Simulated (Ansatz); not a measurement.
Molecular dynamics of AlClH₄O₂Si

Input:

```yaml
crystal:
  periodic: [false, false, false]
  atoms:
    - { symbol: Al, position_ang: [0.008621, -0.067767, -0.064965] }
    - { symbol: O, position_ang: [-0.080702, -0.123884, 1.632724] }
    - { symbol: H, position_ang: [-0.947175, -0.624401, 1.850552] }
    - { symbol: Cl, position_ang: [1.724421, 0.805447, -0.853871] }
    - { symbol: O, position_ang: [-1.095905, -0.667538, -1.17] }
    - { symbol: Si, position_ang: [-2.627175, -1.257321, -0.769648] }
    - { symbol: H, position_ang: [-2.59876, -2.105225, 0.410693] }
    - { symbol: H, position_ang: [-3.551052, -0.169419, -0.506115] }
    - { symbol: H, position_ang: [-3.114874, -2.031593, -1.88917] }
basis:
  gaussian: { orbitals: STO-3G }
hamiltonian:
  xc: b3lyp
md:
  timestep: 0.5
  n_steps: 150
  ensemble: nvt_langevin
  temperature: 300.0
  initial_velocities: maxwell_boltzmann
  seed: 492381
  friction: 0.02
```

Launched with:

```bash
$ ansatz run input.yaml --threads 1 --pin off --max-ram 2048MiB --backend cpu --events-out ev --progress --plain --runs-dir out
```

It starts from a relaxed structure.

Output, in part (one step line in 3, the closing report, with atoms numbered from 0):

```
md step     0: t =     0.00 fs  T =   266.7 K  F+E_penalty+E_count = -30796.78124517 eV  E_kin = 0.310224 eV  (21 SCF iters)
md step     3: t =     1.50 fs  T =   244.8 K  F+E_penalty+E_count = -30796.75425268 eV  E_kin = 0.284768 eV  (26 SCF iters)
md step     6: t =     3.00 fs  T =   186.1 K  F+E_penalty+E_count = -30796.71770298 eV  E_kin = 0.216483 eV  (21 SCF iters)
md step     9: t =     4.50 fs  T =   260.1 K  F+E_penalty+E_count = -30796.71852670 eV  E_kin = 0.302570 eV  (21 SCF iters)
md step    12: t =     6.00 fs  T =   266.8 K  F+E_penalty+E_count = -30796.72889827 eV  E_kin = 0.310338 eV  (25 SCF iters)
md step    15: t =     7.50 fs  T =   234.2 K  F+E_penalty+E_count = -30796.70714893 eV  E_kin = 0.272424 eV  (21 SCF iters)
md step    18: t =     9.00 fs  T =   210.1 K  F+E_penalty+E_count = -30796.67415416 eV  E_kin = 0.244378 eV  (22 SCF iters)
md step    21: t =    10.50 fs  T =   245.9 K  F+E_penalty+E_count = -30796.68274505 eV  E_kin = 0.286080 eV  (21 SCF iters)
md step    24: t =    12.00 fs  T =   269.6 K  F+E_penalty+E_count = -30796.70336922 eV  E_kin = 0.313584 eV  (20 SCF iters)
md step    27: t =    13.50 fs  T =   246.8 K  F+E_penalty+E_count = -30796.68058287 eV  E_kin = 0.287161 eV  (21 SCF iters)
md step    30: t =    15.00 fs  T =   195.1 K  F+E_penalty+E_count = -30796.65411964 eV  E_kin = 0.227010 eV  (21 SCF iters)
md step    33: t =    16.50 fs  T =   189.8 K  F+E_penalty+E_count = -30796.67159356 eV  E_kin = 0.220757 eV  (20 SCF iters)
md step    36: t =    18.00 fs  T =   207.0 K  F+E_penalty+E_count = -30796.71713703 eV  E_kin = 0.240799 eV  (21 SCF iters)
md step    39: t =    19.50 fs  T =   211.1 K  F+E_penalty+E_count = -30796.71372615 eV  E_kin = 0.245584 eV  (22 SCF iters)
md step    42: t =    21.00 fs  T =   206.1 K  F+E_penalty+E_count = -30796.65917495 eV  E_kin = 0.239728 eV  (21 SCF iters)
md step    45: t =    22.50 fs  T =   207.7 K  F+E_penalty+E_count = -30796.65358892 eV  E_kin = 0.241665 eV  (21 SCF iters)
md step    48: t =    24.00 fs  T =   258.9 K  F+E_penalty+E_count = -30796.68721311 eV  E_kin = 0.301173 eV  (21 SCF iters)
md step    51: t =    25.50 fs  T =   242.9 K  F+E_penalty+E_count = -30796.66873607 eV  E_kin = 0.282575 eV  (21 SCF iters)
md step    54: t =    27.00 fs  T =   206.1 K  F+E_penalty+E_count = -30796.62803025 eV  E_kin = 0.239772 eV  (21 SCF iters)
md step    57: t =    28.50 fs  T =   199.0 K  F+E_penalty+E_count = -30796.62631756 eV  E_kin = 0.231531 eV  (21 SCF iters)
md step    60: t =    30.00 fs  T =   251.1 K  F+E_penalty+E_count = -30796.66055855 eV  E_kin = 0.292157 eV  (22 SCF iters)
md step    63: t =    31.50 fs  T =   258.9 K  F+E_penalty+E_count = -30796.66245283 eV  E_kin = 0.301225 eV  (21 SCF iters)
md step    66: t =    33.00 fs  T =   260.9 K  F+E_penalty+E_count = -30796.63529642 eV  E_kin = 0.303509 eV  (21 SCF iters)
md step    69: t =    34.50 fs  T =   304.2 K  F+E_penalty+E_count = -30796.64679231 eV  E_kin = 0.353936 eV  (21 SCF iters)
md step    72: t =    36.00 fs  T =   347.7 K  F+E_penalty+E_count = -30796.67446815 eV  E_kin = 0.404465 eV  (26 SCF iters)
md step    75: t =    37.50 fs  T =   340.1 K  F+E_penalty+E_count = -30796.66169177 eV  E_kin = 0.395612 eV  (26 SCF iters)
md step    78: t =    39.00 fs  T =   341.1 K  F+E_penalty+E_count = -30796.62494553 eV  E_kin = 0.396820 eV  (21 SCF iters)
md step    81: t =    40.50 fs  T =   317.1 K  F+E_penalty+E_count = -30796.61504498 eV  E_kin = 0.368895 eV  (20 SCF iters)
md step    84: t =    42.00 fs  T =   269.9 K  F+E_penalty+E_count = -30796.63083444 eV  E_kin = 0.314000 eV  (20 SCF iters)
md step    87: t =    43.50 fs  T =   301.9 K  F+E_penalty+E_count = -30796.64734064 eV  E_kin = 0.351245 eV  (21 SCF iters)
md step    90: t =    45.00 fs  T =   339.4 K  F+E_penalty+E_count = -30796.64279085 eV  E_kin = 0.394782 eV  (26 SCF iters)
md step    93: t =    46.50 fs  T =   367.1 K  F+E_penalty+E_count = -30796.64028986 eV  E_kin = 0.427110 eV  (26 SCF iters)
md step    96: t =    48.00 fs  T =   422.4 K  F+E_penalty+E_count = -30796.67163275 eV  E_kin = 0.491356 eV  (26 SCF iters)
md step    99: t =    49.50 fs  T =   411.4 K  F+E_penalty+E_count = -30796.69755774 eV  E_kin = 0.478600 eV  (22 SCF iters)
md step   102: t =    51.00 fs  T =   392.2 K  F+E_penalty+E_count = -30796.67986632 eV  E_kin = 0.456215 eV  (26 SCF iters)
md step   105: t =    52.50 fs  T =   347.4 K  F+E_penalty+E_count = -30796.64217550 eV  E_kin = 0.404187 eV  (20 SCF iters)
md step   108: t =    54.00 fs  T =   285.0 K  F+E_penalty+E_count = -30796.62730505 eV  E_kin = 0.331495 eV  (20 SCF iters)
md step   111: t =    55.50 fs  T =   306.9 K  F+E_penalty+E_count = -30796.63628289 eV  E_kin = 0.357022 eV  (21 SCF iters)
md step   114: t =    57.00 fs  T =   321.8 K  F+E_penalty+E_count = -30796.62036147 eV  E_kin = 0.374313 eV  (27 SCF iters)
md step   117: t =    58.50 fs  T =   306.5 K  F+E_penalty+E_count = -30796.58561373 eV  E_kin = 0.356579 eV  (26 SCF iters)
md step   120: t =    60.00 fs  T =   290.0 K  F+E_penalty+E_count = -30796.55681981 eV  E_kin = 0.337328 eV  (26 SCF iters)
md step   123: t =    61.50 fs  T =   290.7 K  F+E_penalty+E_count = -30796.58357573 eV  E_kin = 0.338186 eV  (26 SCF iters)
md step   126: t =    63.00 fs  T =   310.6 K  F+E_penalty+E_count = -30796.60349491 eV  E_kin = 0.361371 eV  (27 SCF iters)
md step   129: t =    64.50 fs  T =   267.1 K  F+E_penalty+E_count = -30796.54066352 eV  E_kin = 0.310674 eV  (26 SCF iters)
md step   132: t =    66.00 fs  T =   250.4 K  F+E_penalty+E_count = -30796.52181008 eV  E_kin = 0.291277 eV  (21 SCF iters)
md step   135: t =    67.50 fs  T =   259.7 K  F+E_penalty+E_count = -30796.59510128 eV  E_kin = 0.302149 eV  (27 SCF iters)
md step   138: t =    69.00 fs  T =   239.9 K  F+E_penalty+E_count = -30796.60360232 eV  E_kin = 0.279125 eV  (27 SCF iters)
md step   141: t =    70.50 fs  T =   238.4 K  F+E_penalty+E_count = -30796.58141282 eV  E_kin = 0.277322 eV  (27 SCF iters)
md step   144: t =    72.00 fs  T =   260.8 K  F+E_penalty+E_count = -30796.57745005 eV  E_kin = 0.303456 eV  (26 SCF iters)
md step   147: t =    73.50 fs  T =   273.8 K  F+E_penalty+E_count = -30796.57968561 eV  E_kin = 0.318480 eV  (25 SCF iters)
md step   150: t =    75.00 fs  T =   325.2 K  F+E_penalty+E_count = -30796.62154915 eV  E_kin = 0.378362 eV  (22 SCF iters)
Total energy: -30796.62174370 eV, -1131.7549743811 hartree
Atom 0 at    -0.150949    -0.025767     0.013235 Å, force    -0.265716    -0.079487    -0.146943 eV/Å
Atom 1 at    -0.325166    -0.078830     1.677178 Å, force     1.583144     0.999338     0.318867 eV/Å
Atom 2 at    -1.133984    -0.584725     1.935665 Å, force    -1.289356    -0.836107     0.222758 eV/Å
Atom 3 at     1.461127     0.979846    -0.794258 Å, force     0.212392     0.124149    -0.065317 eV/Å
Atom 4 at    -1.283188    -0.676152    -1.027117 Å, force     0.125251     0.070509    -0.268626 eV/Å
Atom 5 at    -2.499371    -1.692297    -0.487075 Å, force    -0.493952    -1.219145    -0.224783 eV/Å
Atom 6 at    -2.274025    -2.302227     0.813732 Å, force    -0.005407     0.431424     0.202104 eV/Å
Atom 7 at    -3.796379    -1.078057    -0.551884 Å, force    -0.162703     0.441232     0.284942 eV/Å
Atom 8 at    -2.644893    -2.855425    -1.331669 Å, force     0.296348     0.068088    -0.323003 eV/Å
Dipole moment:    -0.575464    -0.364676     0.280195 e Å
```

The run went to its last step. A run of 0.075 ps of so small a system gives no equilibrium averages. Limits of this set-up: minimal basis.

The same pairs are bonded in the first frame and the last. Pairs count as bonded within 1.25 times the sum of covalent radii (0.12 Å more for H–H).

Last frame:

```xyz
9
Properties=species:S:1:pos:R:3
Al -0.151 -0.026 0.013
O -0.325 -0.079 1.677
H -1.134 -0.585 1.936
Cl 1.461 0.980 -0.794
O -1.283 -0.676 -1.027
Si -2.499 -1.692 -0.487
H -2.274 -2.302 0.814
H -3.796 -1.078 -0.552
H -2.645 -2.855 -1.332
```

The run took 6.1 min on 1 thread of Arm Neoverse V1, on a shared host, peak memory 0.11 GiB.
